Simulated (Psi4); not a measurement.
CH5O, charge +1, singlet, geometry from GFN2-xTB; HF/def2-SVPD (Psi4 1.11).

Here is a job for Psi4.
```
memory 2 GB

molecule {
1 1
C    -0.01927668    0.75112854    0.00090995
O    -0.01945091   -0.71002909    0.07309383
H    -1.05393514    1.08479565    0.06211764
H     0.89956319   -1.05604335    0.06619891
H     0.52546643    1.12435414    0.86667889
H     0.43988827    1.11244731   -0.91822338
H    -0.53971541   -1.09209225   -0.66698245
}

set {
  basis def2-svpd
  scf_type pk
  puream true
  d_convergence 1e-8
}

energy('scf')
print_variables()
```

What the program printed (banner, timings and long lists left out):

```
   => Loading Basis Set <=

    Name: DEF2-SVPD
    Role: ORBITAL
    Keyword: BASIS

         ---------------------------------------------------------
                                   SCF
               by Justin Turney, Rob Parrish, Andy Simmonett
                          and Daniel G. A. Smith
                              RHF Reference
         ---------------------------------------------------------

  ==> Geometry <==

    Molecular point group: c1
    Full point group: C1

    Geometry (in Angstrom), charge = 1, multiplicity = 1:

       Center              X                  Y                   Z               Mass
    ------------   -----------------  -----------------  -----------------  -----------------
         C           -0.011132178424     0.786264064617    -0.016805720521    12.000000000000
         O           -0.011306408424    -0.674893565383     0.055378159479    15.994914619570
         H           -1.045790638424     1.119931174617     0.044401969479     1.007825032230
         H            0.907707691576    -1.020907825383     0.048483239479     1.007825032230
         H            0.533610931576     1.159489664617     0.848963219479     1.007825032230
         H            0.448032771576     1.147582834617    -0.935939050521     1.007825032230
         H           -0.531570908424    -1.056956725383    -0.684698120521     1.007825032230

  Running in c1 symmetry.

  Rotational constants: A =      3.48335  B =      0.74016  C =      0.71024 [cm^-1]
  Rotational constants: A = 104428.23125  B =  22189.32655  C =  21292.49430 [MHz]
  Nuclear repulsion =   46.411312794025768

  Charge       = 1
  Multiplicity = 1
  Electrons    = 18
  Nalpha       = 9
  Nbeta        = 9

  ==> Algorithm <==

  SCF Algorithm Type is PK.
  DIIS enabled.
  MOM disabled.
  Fractional occupation disabled.
  Guess Type is SAD.
  Energy threshold   = 1.00e-06
  Density threshold  = 1.00e-08
  Integral threshold = 1.00e-12

  ==> Primary Basis <==

  Basis Set: DEF2-SVPD
    Blend: DEF2-SVPD
    Number of shells: 37
    Number of basis functions: 83
    Number of Cartesian functions: 87
    Spherical Harmonics?: true
    Max angular momentum: 2

  ==> Integral Setup <==

  Using in-core PK algorithm.
   Calculation information:
      Number of atoms:                   7
      Number of AO shells:              37
      Number of primitives:             59
      Number of atomic orbitals:        87
      Number of basis functions:        83

[...]
   @RHF iter   2:  -115.26195728776538   -5.07355e-02   8.09429e-04 DIIS/ADIIS
   @RHF iter   3:  -115.26526984274895   -3.31255e-03   2.83099e-04 DIIS/ADIIS
   @RHF iter   4:  -115.26562586686079   -3.56024e-04   1.00198e-04 DIIS/ADIIS
   @RHF iter   5:  -115.26566255291645   -3.66861e-05   2.18323e-05 DIIS
   @RHF iter   6:  -115.26566599462812   -3.44171e-06   5.04116e-06 DIIS
   @RHF iter   7:  -115.26566615020187   -1.55574e-07   1.58552e-06 DIIS
   @RHF iter   8:  -115.26566616767582   -1.74740e-08   2.79761e-07 DIIS
   @RHF iter   9:  -115.26566616835612   -6.80302e-10   4.81836e-08 DIIS
   @RHF iter  10:  -115.26566616837688   -2.07621e-11   1.09671e-08 DIIS
   @RHF iter  11:  -115.26566616837813   -1.25056e-12   1.80594e-09 DIIS
  Energy and wave function converged.

  ==> Post-Iterations <==

    Orbital Energies [Eh]
    ---------------------

    Doubly Occupied:

[...]
    Virtual:

[...]
    Final Occupation by Irrep:
              A
    DOCC [     9 ]
    NA   [     9 ]
    NB   [     9 ]

  @RHF Final Energy:  -115.26566616837813

   => Energetics <=

    Nuclear Repulsion Energy =             46.4113127940257684
    One-Electron Energy =                -243.1769858060752654
    Two-Electron Energy =                  81.5000068436713576
    Total Energy =                       -115.2656661683781323

Computation Completed

Properties will be evaluated at   0.000000,   0.000000,   0.000000 [a0]

Properties computed using the SCF density matrix

 Multipole Moments:

 ------------------------------------------------------------------------------------
     Multipole            Electronic (a.u.)      Nuclear  (a.u.)        Total (a.u.)
 ------------------------------------------------------------------------------------

 L = 1.  Multiply by 2.5417464519 to convert [e a0] to [Debye]
 Dipole X            :          0.0033870            0.2924266            0.2958136
 Dipole Y            :         -1.7190242            1.2615339           -0.4574903
 Dipole Z            :          0.0778718           -0.6360776           -0.5582059
 Magnitude           :                                                    0.7799980

 ------------------------------------------------------------------------------------

  Variable Map:
  ----------------------------------------------------------------------------
[...]
  Array Variable Map:
  ----------------------------------------------------------------------------
[...]
[...]
```
